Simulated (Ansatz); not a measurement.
(Z)-1,2-difluoro-1-methoxyethene (C3H4F2O), SMILES CO/C(F)=C/F.

The structure is a stationary point at PBE0-D3(BJ)/def2-SVP. One conformer was computed; it need not be the lowest.

Two levels are set side by side: PBE/def2-TZVPD (Ansatz, a first-principles code) and CAM-B3LYP/def2-TZVPD (Ansatz). Energy differences of separate SCF runs at the same geometry; the states with an electron removed or added have multiplicity 2 and 2. Differences are taken from unrounded values.

```tsv
quantity	CAM-B3LYP	PBE	PBE minus CAM-B3LYP
vertical ionisation energy (eV)	9.41	9.07	-0.34
vertical singlet–triplet gap (eV)	4.35	4.38	0.03
```
